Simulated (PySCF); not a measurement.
Computed with PySCF with PBE-D3(BJ)/def2-TZVPD // CAM-B3LYP-D3(BJ)/def2-TZVPD. All species are isolated molecules in the gas phase. One relaxed conformer stands for a flexible species; it need not be the lowest. 

Reference species (SMILES): `[O-][SiH2]C#C` (charge -1, multiplicity 1).

```json
{
 "HOMO": "-0.29 eV"
}
```

Changed species: `[SiH2]([O-])S` (O–Si–S–H torsion 180°) (X = mercapto, proton removed; the reference has X = ethynyl, proton removed).

Question: Give the shifts of the HOMO.

Answer: the HOMO decreases by 0.27 eV, to -0.56 eV.
